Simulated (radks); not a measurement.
Spherical quantum dot in the effective-mass picture: electrons in a hard-walled sphere of radius 9.71, all in effective atomic units (hartree* = m*/eps^2 hartree, bohr* = eps/m* bohr), one dielectric constant everywhere. Method: non-relativistic Kohn-Sham, LDA (Slater exchange, Perdew-Wang correlation), spin-polarised, spherical densities; computed with a radial shooting solver with Libxc functionals. Levels are named by radial order and angular momentum (1s, 1p, 1d, 2s, ...), and open shells are averaged over m. Results are scaled to m* = 0.127 and eps = 11.1, for which hartree* = 28.05 meV and bohr* = 4.625 nm. At N = 16 the configuration is 1s2 1p6 1d(up 5, down 3). Does electron 17 go into 1d down or 1f down or 1f up?

Answer. Into 1d down. The total energies of the other choices lie higher by 1.40 meV (1f up), 1.65 meV (1f down).
